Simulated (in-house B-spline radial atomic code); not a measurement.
A fraction x of an electron is removed from 4f in Tm IV (Tm3+), starting from [Xe] 4f12 and keeping the highest spin. All numbers are computed (scalar-relativistic (X2C) CAM-B3LYP, spin-polarised, spherical fractional occupations; Fermi nucleus of rms radius 5.2256 fm) with a radial B-spline atomic code at the basis-set limit, not measured.

Caution: exact exchange at fractional occupations of open shells leaves self-interaction of up to several eV.

| x | E(x) - E(0) (eV) | 4f down level (eV) |
| --- | --- | --- |
| 0 | 0.0000 | -36.497 |
| 0.1 | 3.7396 | -38.299 |
| 0.15 | 5.6773 | -39.209 |
| 0.36 | 14.3175 | -43.096 |
| 0.43 | 17.3803 | -44.414 |
| 0.5 | 20.5356 | -45.742 |
| 0.59 | 24.7299 | -47.467 |
| 0.73 | 31.5650 | -50.184 |
| 0.78 | 34.0987 | -51.165 |
| 0.95 | 43.0827 | -54.539 |
